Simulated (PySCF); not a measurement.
Relaxation of triplet RhH₂⁺

All numbers come from UPBE0/[Rh def2-TZVP with ECP28, H def2-TZVP], scalar-relativistic core potentials, density fitting, no spin–orbit coupling, PySCF. A (50,194) grid was used.

A hand-made linear start, of D∞h symmetry, held to at least that symmetry:

```xyz
3
charge 1 multiplicity 3, angstrom
Rh    0.0000    0.0000    0.0000
H     0.0000    0.0000    1.5386
H     0.0000    0.0000   -1.5386
```

At each step, columns x, y, z (Å) and Fx, Fy, Fz (eV/Å):

```
step 0  E − E(last) = 19.69 kJ/mol
Rh   0.000   0.000   0.000   0.000   0.000   0.000
H    0.000   0.000   1.539   0.000   0.000   1.815
H    0.000   0.000  -1.539   0.000   0.000  -1.815
step 1  E − E(last) = 5.62 kJ/mol
Rh   0.000   0.000   0.000   0.000   0.000   0.000
H    0.000   0.000   1.593   0.000   0.000   0.886
H    0.000   0.000  -1.593   0.000   0.000  -0.886
step 2  E − E(last) = 0.36 kJ/mol
Rh   0.000   0.000   0.000   0.000   0.000   0.000
H    0.000   0.000   1.645   0.000   0.000   0.205
H    0.000   0.000  -1.645   0.000   0.000  -0.205
step 3  E − E(last) = 0.01 kJ/mol
Rh   0.000   0.000   0.000   0.000   0.000   0.000
H    0.000   0.000   1.660   0.000   0.000   0.031
H    0.000   0.000  -1.660   0.000   0.000  -0.031
step 4  E − E(last) = 0.00 kJ/mol
Rh   0.000   0.000   0.000   0.000   0.000   0.000
H    0.000   0.000   1.663   0.000   0.000   0.001
H    0.000   0.000  -1.663   0.000   0.000  -0.001
```

It ends at D∞h with Rh–H 1.663 Å (×2); H–Rh–H 180.0°. A frequency run shows 3 imaginary modes, down to 824i cm⁻¹, so it is a higher-order saddle point.

With open d or f shells other occupations or spin states may lie lower.

The relaxation took 33 s on 2 threads of a shared Intel Xeon @ 2.50GHz (Skylake/Cascade Lake) host, with 52 basis functions and 5 gradients; the process peaked at 0.42 GiB.
